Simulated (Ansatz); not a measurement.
`FC1=C[C@H](F)[C@H]1F` and `FC1=CC(F)C1` differ in one atom or group.

Ansatz, PBE0-D4/def2-TZVP geometries, multiplicity 1. 

```csv
property,`FC1=C[C@H](F)[C@H]1F`
"ideal-gas entropy at 298 K and 1 bar (rigid rotor, harmonic PBE0-D4/def2-TZVP) / J/(mol·K)",325
size of the dipole moment (B3LYP/def2-TZVPP) / D,1.20
HOMO energy (B3LYP/def2-TZVPP) / eV,-8.14
LUMO energy (PBE0/def2-TZVPP) / eV,-0.52
HOMO–LUMO gap (B3LYP/def2-TZVPP) / eV,7.35
HOMO–LUMO gap (ωB97M-V/def2-TZVPP) / eV,12.24
```

Problem. Give the same properties after the change, and the shifts. (An estimate is asked.)

Solution. The calculation gave: 
```
                                                                                  property  `FC1=CC(F)C1`  shift
ideal-gas entropy at 298 K and 1 bar (rigid rotor, harmonic PBE0-D4/def2-TZVP) / J/(mol·K)            306    -19
                                          size of the dipole moment (B3LYP/def2-TZVPP) / D           1.32   0.12
                                                       HOMO energy (B3LYP/def2-TZVPP) / eV          -7.52   0.62
                                                        LUMO energy (PBE0/def2-TZVPP) / eV           0.12   0.64
                                                     HOMO–LUMO gap (B3LYP/def2-TZVPP) / eV           7.37   0.02
                                                   HOMO–LUMO gap (ωB97M-V/def2-TZVPP) / eV          12.26   0.02
```

Dipoles are sizes alone; their direction can turn.

B3LYP here is the variant with VWN-RPA as its local correlation; programs differ in this.
